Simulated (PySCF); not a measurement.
C₇H₁₃FO₂.
Structure used (GFN2-xTB), in Å, numbered top down from 1:
```
atom  x, y, z in Å
C1     2.7759   -0.9021    0.4895
O2     1.7232   -1.3670   -0.3282
C3     1.0449   -0.3773   -1.0435
C4     0.1255    0.5621   -0.2331
F5     0.9462    1.4040    0.5424
O6    -0.4850    1.3561   -1.1913
C7    -1.3666    2.3561   -0.7052
C8    -0.8406   -0.0983    0.7348
C9    -2.0285   -0.8447    0.1985
C10   -0.9459   -1.5840    0.9149
H11    3.3087   -1.7902    0.8244
H12    3.4551   -0.2567   -0.0777
H13    2.4052   -0.3514    1.3578
H14    1.7467    0.2722   -1.5861
H15    0.4152   -0.8950   -1.7698
H16   -2.2776    1.9158   -0.2913
H17   -0.8772    2.9733    0.0521
H18   -1.6147    2.9681   -1.5692
H19   -0.9976    0.5144    1.6157
H20   -2.1008   -0.9594   -0.8726
H21   -2.9815   -0.7065    0.6875
H22   -1.1444   -1.9409    1.9147
H23   -0.2908   -2.2216    0.3461
```

NICS is the negative of the GIAO shielding at a point without a nucleus: at the ring centre (0) and 1 Å above and below it (1); zz is the component along the ring normal. Level: GIAO PBE0/pcSseg-1 (PySCF, non-relativistic, gas phase) on the GFN2-xTB geometry, one conformer.

Ring bond lengths (Å), with Mayer bond orders in brackets: C8–C9 1.502 (0.92), C9–C10 1.494 (0.99), C10–C8 1.500 (0.97).

Problem. What do the NICS probes read (ppm)?

Solution. 
| ring | type | NICS(0) | NICS(1), two faces | NICS(1)zz, two faces | rms pucker (Å) | centre to ring atoms, mean (Å) |
| --- | --- | --- | --- | --- | --- | --- |
| C8–C9–C10 | 3-membered carbocycle; formal bonds all single | -43.9 | -8.8 / -8.4 | -21.5 / -23.7 | 0.00 | 0.87 |

Problem. What can be read from them?

Solution. 
- C8–C9–C10: mean NICS(1)zz -22.6 ppm, shielded. C8, C9, C10 have four or more neighbours, and the NICS criterion for π rings isn't applied. NICS(0) lies 35 ppm below the mean NICS(1).

Problem. At the second NICS(1) probe listed for ring C8–C9–C10, 1 Å off the ring, what do the in-plane components average?

Solution. The isotropic value is a third of the trace: (3 × -8.4 − (-23.7))/2 = -0.8 ppm.

Problem. How shielded are the nuclei of the rings and their hydrogens (means over atoms taken as equivalent)?

Solution. 
| atoms | environment | σ isotropic (ppm) |
| --- | --- | --- |
| C8 | three-membered-ring carbon | 171.1 |
| C9 | three-membered-ring carbon | 183.4 |
| C10 | three-membered-ring carbon | 180.0 |
| H19 | methine hydrogen | 30.50 |
| H20 | methylene hydrogen | 31.59 |
| H21 | methylene hydrogen | 31.10 |
| H22 | methylene hydrogen | 31.00 |
| H23 | methylene hydrogen | 29.93 |

The run took 1.7 min on an Arm Neoverse N1 with one thread, shared host with 64 logical CPUs at a one-minute load of 61, and the process peaked at 1.2 GiB of memory. This is the whole shielding run at PBE0/pcSseg-1, SCF included.
